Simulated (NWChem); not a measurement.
The numbers come from NWChem runs, not from measurements. System: HIOSi, charge 0, spin multiplicity 1, at a geometry optimised with PBE0/def2-SVP with def2 effective core potentials on I. The structure started from a generated list of species. Level: TD-CAM-B3LYP/def2-SVPD with def2 effective core potentials on I.

Job file:

```
start mol
memory heap 200 mb stack 900 mb global 1100 mb
geometry units angstroms nocenter noautoz
  Si    -1.134760    -1.274546     0.000000
  I      0.296630     0.767964     0.000000
  O      0.054667    -2.438824     0.000000
  H     -0.272089    -3.347867     0.000000
  symmetry group Cs
end
basis spherical
  * library def2-svpd
end
ecp
  I library def2-ecp
end
dft
  xc xcamb88 1.00 lyp 0.81 vwn_5 0.19 hfexch 1.00
  cam 0.33 cam_alpha 0.19 cam_beta 0.46
  direct
  iterations 100
end
tddft
  rpa
  nroots 6
  notriplet
  thresh 1e-4
end
task tddft energy
```

Output (cleaned and shortened):

```
             Northwest Computational Chemistry Package (NWChem) 7.3.0
             --------------------------------------------------------

                                NWChem Input Module
                                -------------------

 Scaling coordinates for geometry "geometry" by  1.889725989
 (inverse scale =  0.529177249)

 Turning off AUTOSYM since
 SYMMETRY directive was detected!

                             Geometry "geometry" -> ""
                             -------------------------

 Output coordinates in angstroms (scale by  1.889725989 to convert to a.u.)

  No.       Tag          Charge          X              Y              Z
 ---- ---------------- ---------- -------------- -------------- --------------
    1 Si                  14.0000    -1.13476000    -1.27454600     0.00000000
    2 I                   53.0000     0.29663000     0.76796400     0.00000000
    3 O                    8.0000     0.05466700    -2.43882400     0.00000000
    4 H                    1.0000    -0.27208900    -3.34786700     0.00000000

 Effective nuclear repulsion energy (a.u.)     277.2386755773

            Nuclear Dipole moment (a.u.)
            ----------------------------
        X                 Y               Z
 ---------------- ---------------- ----------------
    -0.0000056692    -0.0000207870     0.0000000000

      Symmetry information
      --------------------

 Group name             Cs
 Group number              2
 Group order               2
 No. of unique centers     4

      Symmetry unique atoms

     1    2    3    4


 Summary of "ao basis" -> "" (spherical)
 ------------------------------------------------------------------------------
       Tag                 Description            Shells   Functions and Types
 ---------------- ------------------------------  ------  ---------------------
 *                         def2-svpd                  on all atoms

                                 NWChem DFT Module
                                 -----------------

 Summary of "ao basis" -> "ao basis" (spherical)
 ------------------------------------------------------------------------------
       Tag                 Description            Shells   Functions and Types
 ---------------- ------------------------------  ------  ---------------------
 Si                        def2-svpd                10       24   5s3p2d
 I                         def2-svpd                13       35   5s5p3d
 O                         def2-svpd                 9       23   4s3p2d
 H                         def2-svpd                 4        8   2s2p

 Summary of "ao basis" -> "ao basis" (spherical)
 ------------------------------------------------------------------------------
       Tag                 Description            Shells   Functions and Types
 ---------------- ------------------------------  ------  ---------------------
 Si                        def2-svpd                10       24   5s3p2d
 I                         def2-svpd                13       35   5s5p3d
 O                         def2-svpd                 9       23   4s3p2d
 H                         def2-svpd                 4        8   2s2p

      Symmetry analysis of basis
      --------------------------

        a'         63
        a"         27

  int_init: cando_txs set to always be  F

            General Information
            -------------------
          SCF calculation type: DFT
          Wavefunction type:  closed shell.
          No. of atoms     :     4
[...]
     Total Oscillator Strength                     0.0020552657

          sigma_e =   1.8566 Angstrom
          sigma_h =   1.6138 Angstrom
         |d_h->e| =   1.8576 Angstrom
            d_exc =   3.0758 Angstrom
            d_CD1 =   2.1005 Angstrom
            d_CD2 =   0.1224 Angstrom
            d_CD3 =   4.9335 Angstrom
     Pearson C.C. =   0.0069

     Occ.   23  a'  ---  Virt.   25  a"  -0.98798 X
     Occ.   23  a'  ---  Virt.   35  a"   0.07369 X
     Occ.   24  a'  ---  Virt.   25  a"   0.12263 X
  ----------------------------------------------------------------------------
  Root   3 singlet a'             0.172774196 a.u.                4.7014 eV
  ----------------------------------------------------------------------------
     Transition Moments    X  0.12067   Y  0.24838   Z  0.00000
     Transition Moments   XX  0.29478  XY  0.67362  XZ -0.00000
     Transition Moments   YY  0.28989  YZ -0.00000  ZZ -0.07072
     Dipole Oscillator Strength                    0.0087829818
     Electric Quadrupole                           0.0000000137
     Magnetic Dipole                               0.0000000030
     Total Oscillator Strength                     0.0087829985

          sigma_e =   1.9432 Angstrom
          sigma_h =   1.6641 Angstrom
         |d_h->e| =   1.7585 Angstrom
            d_exc =   3.1207 Angstrom
            d_CD1 =   2.0375 Angstrom
            d_CD2 =  -0.0452 Angstrom
            d_CD3 =   4.8792 Angstrom
     Pearson C.C. =  -0.0157

     Occ.   22  a"  ---  Virt.   25  a"   0.94013 X
     Occ.   23  a'  ---  Virt.   27  a'   0.08613 X
     Occ.   24  a'  ---  Virt.   26  a'  -0.28364 X
     Occ.   24  a'  ---  Virt.   27  a'   0.08155 X
     Occ.   24  a'  ---  Virt.   29  a'  -0.05313 X
  ----------------------------------------------------------------------------
  Root   4 singlet a'             0.209970506 a.u.                5.7136 eV
  ----------------------------------------------------------------------------
     Transition Moments    X -0.68671   Y -1.10608   Z -0.00000
     Transition Moments   XX  0.60433  XY  1.67186  XZ -0.00000
     Transition Moments   YY  3.84232  YZ  0.00000  ZZ  0.36938
     Dipole Oscillator Strength                    0.2372635283
     Electric Quadrupole                           0.0000003235
     Magnetic Dipole                               0.0000013265
     Total Oscillator Strength                     0.2372651783

          sigma_e =   2.7814 Angstrom
          sigma_h =   1.9818 Angstrom
         |d_h->e| =   1.1242 Angstrom
            d_exc =   3.3227 Angstrom
            d_CD1 =   1.9238 Angstrom
            d_CD2 =  -1.2574 Angstrom
            d_CD3 =   4.4468 Angstrom
     Pearson C.C. =   0.1712

     Occ.   21  a'  ---  Virt.   26  a'  -0.06070 X
     Occ.   22  a"  ---  Virt.   25  a"  -0.20395 X
     Occ.   23  a'  ---  Virt.   26  a'   0.25426 X
     Occ.   23  a'  ---  Virt.   27  a'  -0.39713 X
     Occ.   23  a'  ---  Virt.   28  a'   0.05402 X
     Occ.   23  a'  ---  Virt.   31  a'  -0.05587 X
     Occ.   23  a'  ---  Virt.   33  a'   0.06504 X
     Occ.   23  a'  ---  Virt.   38  a'   0.07107 X
     Occ.   24  a'  ---  Virt.   26  a'  -0.83370 X
     Occ.   24  a'  ---  Virt.   28  a'  -0.06108 X
  ----------------------------------------------------------------------------
  Root   5 singlet a'             0.219384945 a.u.                5.9698 eV
  ----------------------------------------------------------------------------
     Transition Moments    X -0.03766   Y  0.71358   Z  0.00000
     Transition Moments   XX  0.55555  XY -0.92002  XZ  0.00000
     Transition Moments   YY -2.78549  YZ  0.00000  ZZ -0.61769
     Dipole Oscillator Strength                    0.0746807267
     Electric Quadrupole                           0.0000002091
     Magnetic Dipole                               0.0000049749
     Total Oscillator Strength                     0.0746859107

          sigma_e =   2.7746 Angstrom
          sigma_h =   2.0289 Angstrom
         |d_h->e| =   1.2629 Angstrom
            d_exc =   3.3568 Angstrom
            d_CD1 =   2.0086 Angstrom
            d_CD2 =  -1.1388 Angstrom
            d_CD3 =   4.6197 Angstrom
     Pearson C.C. =   0.1902

     Occ.   20  a"  ---  Virt.   25  a"   0.09575 X
     Occ.   22  a"  ---  Virt.   25  a"   0.06827 X
     Occ.   23  a'  ---  Virt.   26  a'   0.68657 X
     Occ.   23  a'  ---  Virt.   27  a'  -0.10872 X
     Occ.   23  a'  ---  Virt.   32  a'  -0.06013 X
     Occ.   24  a'  ---  Virt.   26  a'   0.27978 X
     Occ.   24  a'  ---  Virt.   27  a'   0.61599 X
     Occ.   24  a'  ---  Virt.   28  a'  -0.09081 X
     Occ.   24  a'  ---  Virt.   31  a'   0.09274 X
     Occ.   24  a'  ---  Virt.   38  a'  -0.05194 X
  ----------------------------------------------------------------------------
  Root   6 singlet a"             0.220571482 a.u.                6.0021 eV
  ----------------------------------------------------------------------------
     Transition Moments    X  0.00000   Y -0.00000   Z  0.14893
     Transition Moments   XX -0.00000  XY  0.00000  XZ  0.50291
     Transition Moments   YY  0.00000  YZ  0.67302  ZZ  0.00000
     Dipole Oscillator Strength                    0.0032616485
     Electric Quadrupole                           0.0000000403
     Magnetic Dipole                               0.0000002697
     Total Oscillator Strength                     0.0032619585

          sigma_e =   2.6054 Angstrom
          sigma_h =   1.5569 Angstrom
         |d_h->e| =   1.1801 Angstrom
            d_exc =   3.2483 Angstrom
            d_CD1 =   2.2286 Angstrom
            d_CD2 =  -0.9010 Angstrom
            d_CD3 =   4.4284 Angstrom
     Pearson C.C. =   0.0065

     Occ.   22  a"  ---  Virt.   26  a'   0.87789 X
     Occ.   22  a"  ---  Virt.   27  a'  -0.42664 X
     Occ.   22  a"  ---  Virt.   28  a'   0.05753 X
     Occ.   22  a"  ---  Virt.   29  a'   0.09577 X
     Occ.   22  a"  ---  Virt.   31  a'  -0.08325 X
     Occ.   22  a"  ---  Virt.   32  a'  -0.05159 X
     Occ.   22  a"  ---  Virt.   33  a'   0.11365 X
     Occ.   22  a"  ---  Virt.   40  a'  -0.06365 X

              Target root =      1
          Target symmetry = none
      Ground state energy =   -662.912407220230
        Excitation energy =      0.133816763354
     Excited state energy =   -662.778590456875

  stored tddft:energy   -662.77859045687546

 Task  times  cpu:      384.4s     wall:      384.4s

 Total times  cpu:      384.5s     wall:      384.5s
```
